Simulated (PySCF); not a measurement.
Species: C5H6F3NO.
SMILES with atom numbers: `[F:1][CH2:2]/[CH:3]=[CH:4]\[N:5]=[CH:6]\[O:7][CH:8]([F:9])[F:10]` (hydrogens: H11, H12 on C2; H13 on C3; H14 on C4; H15 on C6; H16 on C8)

Structure used (PBE0-D3(BJ)/def2-SVP), in Å, numbered top down from 1:
```
atom  x, y, z in Å
F1    -3.157   -0.733   -1.567
C2    -2.036    0.043   -1.381
C3    -2.068    0.680   -0.036
C4    -1.021    0.742    0.800
N5     0.207    0.177    0.488
C6     1.188    0.361    1.262
O7     2.397   -0.182    1.053
C8     2.546   -1.016   -0.042
F9     3.650   -1.720    0.179
F10    2.723   -0.284   -1.144
H11   -1.133   -0.576   -1.496
H12   -2.027    0.818   -2.170
H13   -3.012    1.145    0.263
H14   -1.127    1.259    1.767
H15    1.191    0.967    2.183
H16    1.674   -1.674   -0.174
```

All values: CAM-B3LYP/def2-SVPD (PySCF, non-relativistic), on one gas-phase PBE0-D3(BJ)/def2-SVP geometry that isn't relaxed in the solvent. The solvent is an IEF-PCM continuum (Bondi radii, 1.10 Å for H, scaled by 1.2). The model holds no explicit solvent molecules, cavitation or dispersion.

Gas phase at CAM-B3LYP/def2-SVPD: HOMO -8.61 eV, LUMO -0.28 eV, dipole 2.58 D.

**Question.** What does the continuum do to the energy, the frontier levels and the dipole at CAM-B3LYP/def2-SVPD in benzene and chloroform?

**Answer.** 
```json
{"solvent": "benzene", "ε": "2.271", "E(solvent) − E(gas) (kcal/mol)": "-3.23", "polarisation term (kcal/mol)": "-3.46", "distortion of the solute (kcal/mol)": "0.23", "HOMO (eV)": "-8.45", "LUMO (eV)": "-0.10", "dipole (D)": "2.91"}
{"solvent": "chloroform", "ε": "4.711", "E(solvent) − E(gas) (kcal/mol)": "-5.15", "polarisation term (kcal/mol)": "-5.74", "distortion of the solute (kcal/mol)": "0.59", "HOMO (eV)": "-8.39", "LUMO (eV)": "-0.01", "dipole (D)": "3.11"}
```

The polarisation term is half the interaction of the solute with the surface charges that it induces; the rest is the cost of distorting the solute's density. The sum is the electrostatic part of solvation alone. From benzene to chloroform the lowering changes by a factor 1.59, Onsager's factor (ε − 1)/(2ε + 1) by 1.55 and ε itself by 2.1.

**Question.** Which radius a makes the point-dipole formula ΔE = −[(ε − 1)/(2ε + 1)]·μ²/a³ give the value in chloroform, with the gas-phase dipole?

**Answer.** μ = 1.015 au and |ΔE| = 0.00820 Eh give a = 1.88 Å; the farthest nucleus lies 4.04 Å from the centroid of the nuclei, so such a sphere wouldn't even hold the nuclei. The formula assumes a rigid point dipole at the centre of a sphere.

**Question.** Give the dipole vector in the frame of the coordinates (D, pointing from negative to positive charge), gas and chloroform.

**Answer.** Gas (-0.19, 1.55, 2.06), solvent (-0.14, 1.82, 2.52). Its length changes by +21 % and its direction by 2°.

**Question.** How does the static polarisability (CAM-B3LYP/def2-SVPD, frozen core, with the continuum's full static response) change?

**Answer.** 
```csv
medium,isotropic (au),principal values (au),⟨r²⟩ of the electrons (bohr²)
gas,81.7,"54.7, 74.1, 116.4",2142.4
benzene,91.9,"60.9, 82.9, 131.8",2142.9
chloroform,98.6,"65.9, 88.7, 141.1",2143.2
```

The isotropic value in chloroform is 1.21 times the gas-phase one; no cavity-field correction is applied. ⟨r²⟩ is taken about the centre of nuclear charge.
